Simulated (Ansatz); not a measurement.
Cost and result up the ladder for AlSn₂₈H₃₆, a doped nanocrystal cut from the lattice of tin (Al on a surface site) (65 atoms). Total charge 0; doublet. Geometry: PBE-D4/def2-SVP.

Cartesian coordinates in Å:
```
Sn -1.449 3.534 3.888
Sn 2.423 4.683 1.457
Sn 1.511 0.296 2.494
Sn -2.326 -0.922 4.785
Sn -2.648 0.661 0.472
Sn -3.603 -3.785 1.298
Sn 5.254 1.326 -0.026
Sn 1.052 1.808 -1.951
Sn 3.768 -1.550 -3.456
Sn 0.347 -2.616 -0.805
Sn -3.763 -2.134 -3.032
Al -0.636 -0.917 -5.272
Sn -2.524 1.719 5.765
Sn 5.109 3.977 0.943
Sn 0.421 -1.449 4.432
Sn 4.253 -0.256 2.083
Sn 1.272 2.967 3.385
Sn -2.976 3.260 1.535
Sn 1.042 4.465 -0.990
Sn 0.087 0.067 0.059
Sn -0.922 -4.527 0.855
Sn -3.724 -1.163 2.341
Sn -4.139 0.427 -1.917
Sn -4.891 -3.999 -1.206
Sn 3.008 -3.343 -1.425
Sn 3.740 1.070 -2.399
Sn -0.340 1.588 -4.409
Sn 1.894 -1.999 -5.534
Sn -0.989 -2.798 -3.290
H -1.609 5.160 4.502
H 2.354 6.324 2.048
H -3.002 -2.033 5.950
H -4.355 -4.915 2.395
H 6.924 0.910 -0.319
H 5.348 -1.973 -4.067
H -4.543 -2.270 -4.586
H -1.663 -1.241 -6.467
H -1.669 1.831 7.275
H -4.185 2.123 6.083
H 6.061 4.116 2.392
H 5.773 5.094 -0.212
H 1.242 -1.181 5.943
H 0.701 -3.104 3.984
H 5.103 0.158 3.544
H 4.497 -1.954 1.816
H 2.146 3.130 4.888
H -2.555 4.456 0.348
H -4.662 3.473 1.911
H -0.587 5.055 -0.845
H 1.844 5.462 -2.169
H -0.045 -4.683 2.346
H -0.855 -6.065 0.045
H -5.403 -0.772 2.620
H -5.827 0.576 -1.522
H -3.756 1.689 -3.044
H -6.594 -3.659 -1.087
H -4.728 -5.612 -1.832
H 4.017 -3.297 -0.013
H 2.984 -4.983 -2.005
H 4.445 2.137 -3.588
H 0.697 2.512 -5.460
H -1.774 2.555 -4.232
H 2.478 -1.253 -7.009
H 1.903 -3.715 -5.839
H -0.955 -4.443 -3.873
```

Ansatz on 11 threads of AMD EPYC 7R13 on a shared host and a whole NVIDIA H100 80GB HBM3. Times are rough, and most runs start from the orbitals of an earlier one. PBE0-D4/def2-SVP serves as the yardstick here, not as an exact answer. Differences are given only for rows in sets of like size (and for xTB, whose basis is part of the method), since another set adds its own error. Binding counts from free atoms at the same level (Sn triplet, Al doublet, H doublet; other spins of the atoms weren't run), without zero-point energy or a counterpoise term.

In the def2 sets Sn takes a core potential; there is no spin–orbit coupling. B3LYP takes the VWN-RPA correlation. Single mean-field runs in def2-SVP, def2-mTZVP are fitted with def2-universal-jkfit.

| level | functions | binding energy per atom (eV) | difference from PBE0-D4/def2-SVP (eV) |
| --- | --- | --- | --- |
| B3LYP-D4/def2-SVP | 926 | 2.46 | -0.02 |
| r2SCAN-D4/def2-mTZVP | 1138 | 2.45 | – |
| PBE-D4/def2-SVP | 926 | 2.49 | 0.01 |
| PBE0-D4/def2-SVP (with forces) | 926 | 2.48 | 0.00 |
| r2SCAN-D4/def2-SVP (with forces) | 926 | 2.48 | 0.00 |

Estimate how long each takes.

PBE-D4/def2-SVP 11 s; r2SCAN-D4/def2-SVP (with forces) 15 s; r2SCAN-D4/def2-mTZVP 15 s; B3LYP-D4/def2-SVP 21 s; PBE0-D4/def2-SVP (with forces) 33 s. On shared hardware such times vary by a factor of up to 3.
